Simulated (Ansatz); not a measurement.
Calculation: PBE-D3(BJ)/def2-SVP (Ansatz, an electronic-structure program). No frequencies were computed at this level.

Ansatz 0.2 input:
```yaml
crystal:
  periodic: [false, false, false]
  atoms:
    - { symbol: Zn, position_ang: [0.34447, 0.220246, -0.426527] }
    - { symbol: N, position_ang: [0.892135, -1.523008, -0.259412] }
    - { symbol: H, position_ang: [1.827331, -1.79042, -0.529789] }
    - { symbol: H, position_ang: [0.275274, -2.219027, -0.65609] }
    - { symbol: N, position_ang: [-0.727952, 1.627148, 0.060617] }
    - { symbol: H, position_ang: [-0.922172, 2.369114, -0.595513] }
    - { symbol: H, position_ang: [-0.493032, 2.079213, 0.93342] }
basis:
  gaussian: { orbitals: def2-svp }
hamiltonian:
  xc: pbe
  dispersion: d3bj
relax:
  max_steps: 150
```

Output:

```
Functional definition: PBE
934 factors; their error is unknown
mean field evaluation 1: about -51424.3785 eV, gradient 1.0e2 eV
mean field evaluation 2: about -51322.5998 eV, gradient 2.0e2 eV
mean field evaluation 4: about -51444.3831 eV, gradient 8.1e0 eV
mean field evaluation 8: about -51444.5518 eV, gradient 1.1e-1 eV
mean field evaluation 16: about -51444.5038 eV, gradient 1.7e-4 eV
mean field -51444.50381980 eV, -1890.5506450405 hartree, gradient 1.9e-5 eV, S^2 0.000000; 0 other end points of the search recorded, 0 dependent functions left out
reference -51444.50386375 eV, -1890.5506466556 hartree; 24, 24 occupied and 55, 55 virtual orbitals, 934 factors
relax step   1: F+E_penalty+E_count = -51444.59619407 eV  Δ(F+E_penalty+E_count) = +0.000e0 eV  max|allowed force component| = 7.794e-1 eV/Å  Δτ_max = 0.0000 Å  (26 SCF iters, accepted)
these checks for a lower state are left out or cut short: starts, cluster_reference, orbital_swaps, neighbouring_geometries, increment
934 factors; their error is unknown
mean field -51444.59816526 eV, -1890.5541121724 hartree, gradient 1.5e-5 eV, S^2 0.000000; 0 other end points of the search recorded, 0 dependent functions left out
reference -51444.59820861 eV, -1890.5541137652 hartree; 24, 24 occupied and 55, 55 virtual orbitals, 934 factors
relax step   2: F+E_penalty+E_count = -51444.69013178 eV  Δ(F+E_penalty+E_count) = -9.394e-2 eV  max|allowed force component| = 2.226e-1 eV/Å  Δτ_max = 0.1383 Å  (28 SCF iters, accepted)
these checks for a lower state are left out or cut short: starts, cluster_reference, orbital_swaps, neighbouring_geometries, increment
934 factors; their error is unknown
mean field evaluation 32: about -51444.6210 eV, gradient 6.9e-6 eV
mean field -51444.62097204 eV, -1890.5549503061 hartree, gradient 6.9e-6 eV, S^2 0.000000; 0 other end points of the search recorded, 0 dependent functions left out
reference -51444.62101448 eV, -1890.5549518656 hartree; 24, 24 occupied and 55, 55 virtual orbitals, 934 factors
relax step   3: F+E_penalty+E_count = -51444.71280542 eV  Δ(F+E_penalty+E_count) = -2.267e-2 eV  max|allowed force component| = 7.143e-1 eV/Å  Δτ_max = 0.1980 Å  (33 SCF iters, accepted)
these checks for a lower state are left out or cut short: starts, cluster_reference, orbital_swaps, neighbouring_geometries, increment
934 factors; their error is unknown
mean field -51444.64023344 eV, -1890.5556581494 hartree, gradient 8.9e-6 eV, S^2 0.000000; 0 other end points of the search recorded, 0 dependent functions left out
reference -51444.64027599 eV, -1890.5556597131 hartree; 24, 24 occupied and 55, 55 virtual orbitals, 934 factors
relax step   4: F+E_penalty+E_count = -51444.73228500 eV  Δ(F+E_penalty+E_count) = -1.948e-2 eV  max|allowed force component| = 2.042e-1 eV/Å  Δτ_max = 0.0447 Å  (28 SCF iters, accepted)
these checks for a lower state are left out or cut short: starts, cluster_reference, orbital_swaps, neighbouring_geometries, increment
934 factors; their error is unknown
mean field -51444.64212559 eV, -1890.5557276844 hartree, gradient 6.6e-6 eV, S^2 0.000000; 0 other end points of the search recorded, 0 dependent functions left out
reference -51444.64216814 eV, -1890.5557292483 hartree; 24, 24 occupied and 55, 55 virtual orbitals, 934 factors
relax step   5: F+E_penalty+E_count = -51444.73431166 eV  Δ(F+E_penalty+E_count) = -2.027e-3 eV  max|allowed force component| = 6.196e-2 eV/Å  Δτ_max = 0.0095 Å  (28 SCF iters, accepted)
these checks for a lower state are left out or cut short: starts, cluster_reference, orbital_swaps, neighbouring_geometries, increment
934 factors; their error is unknown
mean field -51444.64255480 eV, -1890.5557434579 hartree, gradient 6.6e-6 eV, S^2 0.000000; 0 other end points of the search recorded, 0 dependent functions left out
reference -51444.64259747 eV, -1890.5557450259 hartree; 24, 24 occupied and 55, 55 virtual orbitals, 934 factors
relax step   6: F+E_penalty+E_count = -51444.73467505 eV  Δ(F+E_penalty+E_count) = -3.634e-4 eV  max|allowed force component| = 1.341e-2 eV/Å  Δτ_max = 0.0143 Å  (28 SCF iters, accepted)
these checks for a lower state are left out or cut short: starts, cluster_reference, orbital_swaps, neighbouring_geometries, increment
934 factors; their error is unknown
mean field -51444.64260686 eV, -1890.5557453710 hartree, gradient 6.6e-6 eV, S^2 0.000000; 0 other end points of the search recorded, 0 dependent functions left out
reference -51444.64264950 eV, -1890.5557469380 hartree; 24, 24 occupied and 55, 55 virtual orbitals, 934 factors
relax step   7: F+E_penalty+E_count = -51444.73476345 eV  Δ(F+E_penalty+E_count) = -8.840e-5 eV  max|allowed force component| = 3.208e-3 eV/Å  Δτ_max = 0.0069 Å  (29 SCF iters, accepted)
934 factors; their error is unknown
mean field evaluation 64: about -51425.0575 eV, gradient 1.0e2 eV
mean field -51444.64260686 eV, -1890.5557453710 hartree, gradient 7.4e-6 eV, S^2 0.000000; 1 other end points of the search recorded, 0 dependent functions left out
reference -51444.64264950 eV, -1890.5557469380 hartree; 24, 24 occupied and 55, 55 virtual orbitals, 934 factors
Total energy: -51444.73480609 eV, -1890.5591336301 hartree
Atom 0 at     0.144687     0.092267    -0.177760 Å, force    -0.001234    -0.001033     0.001708 eV/Å
Atom 1 at     0.909469    -1.569524    -0.222256 Å, force     0.001193     0.001548    -0.001627 eV/Å
Atom 2 at     1.817545    -1.606379    -0.703666 Å, force     0.001484     0.001848     0.000705 eV/Å
Atom 3 at     0.326596    -2.287333    -0.673673 Å, force    -0.003208    -0.000028     0.000640 eV/Å
Atom 4 at    -0.784885     1.648384     0.072821 Å, force     0.001590     0.000293    -0.001942 eV/Å
Atom 5 at    -0.693534     2.326015    -0.695413 Å, force    -0.000336    -0.000931    -0.002261 eV/Å
Atom 6 at    -0.523823     2.159837     0.926653 Å, force     0.000512    -0.001697     0.002777 eV/Å
Dipole moment:     0.206944     0.132682    -0.258757 e Å
```

Cost: very roughly 11 core-seconds.
